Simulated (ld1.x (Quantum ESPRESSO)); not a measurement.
**Configuration tests for I (Z = 53) (RRKJ)**

I, norm-conserving RRKJ (Kleinman–Bylander form), made with ld1.x (Quantum ESPRESSO) 7.5 (revPBE, fully relativistic). Core [Kr], reference 4d10 5s2 5p5. Waves: 5s (bound): rc 1.85 bohr; 4d (bound): rc 1.30 bohr; 5p (bound): rc 1.50 bohr. Local part: the p channel. Core correction: a·sin(br)/r model core inside 0.65 bohr. rho0 = 0.01.

Open shells are filled in proportion to 2j + 1 (rel_dist='average').

Energies are relative to the spin-unpolarised reference configuration 4d10 5s2 5p5; without spin polarisation the order of configurations can differ from experiment. The p channel is local and has no spin–orbit splitting in the pseudo-atom.

```csv
valence configuration,charge,ΔE all-electron (eV),error AE − PS (meV)
4d10 5s2 5p4,+1,11.116,+86
4d10 5s2 5p3,+2,30.944,+215
4d10 5s2 5p2,+3,60.242,+389
4d10 5s2 5p5.3,-0.3,-1.778,-19
4d9 5s2 5p5,+1,58.160,-16
```

Q: What are ΔE and the potential's error for 4d10 5s1 5p6?

A: ΔE = 10.347 eV all-electron; the error (AE − PS) is -70 meV.

Q: What are ΔE and the potential's error for 4d10 5s1 5p5?

A: ΔE = 22.030 eV all-electron; the error (AE − PS) is +19 meV.

Note: ghost state, extra bound levels that the all-electron valence spectrum of the same l lacks: s at -213.9 eV. A true bound ghost makes a file unfit for plane-wave use. The potential misses its own reference levels by up to 0.7 eV.
